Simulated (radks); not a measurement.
Values are calculated unless marked as measured or tabulated.
Valence configurations of Ru III (all share [Kr]). Level of theory: scalar-relativistic Kohn-Sham, LDA (Slater exchange, Perdew-Wang correlation), spin-unpolarised, spherical densities, finite nucleus; Fermi nuclear charge, rms radius 4.4809 fm (a radial shooting solver on a logarithmic mesh with Libxc functionals). Energies are relative to 4d6; eigenvalues in eV.

| valence | E (eV) | e(4d) | e(5p) | e(5s) |
|---|---|---|---|---|
| 4d6 | 0.000 | -24.378 | - | - |
| 4d5.5 5p0.5 | 5.654 | -26.612 | -14.713 | - |
| 4d5 5s1 | 5.824 | -27.750 | - | -21.040 |
| 4d5 5s0.5 5p0.5 | 8.870 | -28.308 | -15.311 | -21.415 |
| 4d5 5p1 | 11.931 | -28.858 | -15.634 | - |
| 4d4 5s2 | 13.511 | -31.277 | - | -22.579 |
| 4d4 5s1.5 5p0.5 | 16.746 | -31.820 | -16.439 | -22.928 |
| 4d4 5s1 5p1 | 20.000 | -32.354 | -16.734 | -23.266 |
| 4d4 5p2 | 26.578 | -33.399 | -17.290 | - |
| 4d3 5s1.5 5p1.5 | 33.644 | -36.506 | -18.059 | -25.034 |

NIST lists [Kr] 4d6 as the ground configuration; this level of theory agrees among the configurations tried. The energies are those of spherical spin-averaged densities, not of single terms.
